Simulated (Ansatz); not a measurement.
Start from `CC([SiH3])NP` and change one atom or group to get `CC([SiH3])I`.

Ansatz, PBE0-D4/def2-TZVP geometries, multiplicity 1. Each molecule was computed in one conformer, which needn't be the lowest.

Elements past krypton have def2 core potentials.

```
                                        property  `CC([SiH3])NP`
               LUMO energy (PBE/def2-TZVPP) / eV           -0.87
         HOMO–LUMO gap (ωB97M-V/def2-TZVPP) / eV           10.88
           HOMO energy (ωB97M-V/def2-TZVPP) / eV           -9.15
             HOMO–LUMO gap (PBE/def2-TZVPP) / eV            4.72
              HOMO energy (PBE0/def2-TZVPP) / eV           -6.89
size of the dipole moment (B3LYP/def2-TZVPP) / D            1.87
```

**Question.** What does the change do to each property? (An estimate is asked.)

**Answer.** Computed: 
```tsv
property	`CC([SiH3])I`	shift
LUMO energy (PBE/def2-TZVPP) / eV	-1.96	-1.09
HOMO–LUMO gap (ωB97M-V/def2-TZVPP) / eV	10.23	-0.65
HOMO energy (ωB97M-V/def2-TZVPP) / eV	-9.38	-0.23
HOMO–LUMO gap (PBE/def2-TZVPP) / eV	4.14	-0.58
HOMO energy (PBE0/def2-TZVPP) / eV	-7.23	-0.34
size of the dipole moment (B3LYP/def2-TZVPP) / D	1.66	-0.21
```

With PBE0 the HOMO falls by 0.34 eV and the LUMO falls by 1.08 eV, so the gap narrows by about 0.74 eV. PBE moves the HOMO by -0.52 eV and ωB97M-V by -0.23 eV. Dipoles are sizes alone; their direction can turn.

B3LYP here is the variant with VWN-RPA as its local correlation; programs differ in this.

Spin–orbit coupling is left out; it splits and shifts lone-pair levels of the heavy atoms by tenths of an eV.
